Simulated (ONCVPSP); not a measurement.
## An all-electron radial function and its pseudo partner (Li)

Columns: radius, all-electron u(r) and pseudo u(r) of the 1s shell (level -51.85 eV) of lithium in the configuration 1s2 2s1; PBE, scalar-relativistic, ONCV scheme, ONCVPSP 4.0.1.

```csv
r (bohr),all-electron,pseudo
0.062,0.4788,0.2925
0.125,0.8004,0.5700
0.188,1.0014,0.8104
0.250,1.1142,0.9983
0.312,1.1667,1.1310
0.375,1.1769,1.2088
0.438,1.1568,1.2334
0.500,1.1170,1.2136
0.562,1.0644,1.1612
0.625,1.0029,1.0860
0.688,0.9371,0.9996
0.750,0.8709,0.9126
0.812,0.8052,0.8294
0.875,0.7401,0.7520
0.938,0.6778,0.6825
1.000,0.6197,0.6211
1.062,0.5650,0.5653
1.125,0.5132,0.5132
1.188,0.4653,0.4652
1.250,0.4216,0.4216
1.312,0.3815,0.3815
1.375,0.3441,0.3441
1.438,0.3100,0.3099
1.500,0.2793,0.2793
1.562,0.2513,0.2513
1.625,0.2255,0.2255
```

(1) How many radial nodes do the two functions have?

(2) At about which radius was the pseudo-wave matched?

(3) Where does each function peak?

(4) Is the pseudo-wave norm-conserving?

Answers

(1) The all-electron 1s function has n − l − 1 = 0; the pseudo-wave has 0.

(2) 1.25 bohr. The columns agree to 0.0005 from 1.06 bohr on; several derivatives are matched, so the curves merge somewhat inside the radius.

(3) Outermost all-electron maximum near 0.38 bohr, pseudo maximum near 0.44 bohr (to the table’s step).

(4) Yes: the ONCV scheme keeps the norm inside the radius equal to the all-electron one, which fixes the energy derivative of the logarithmic derivative at the level.
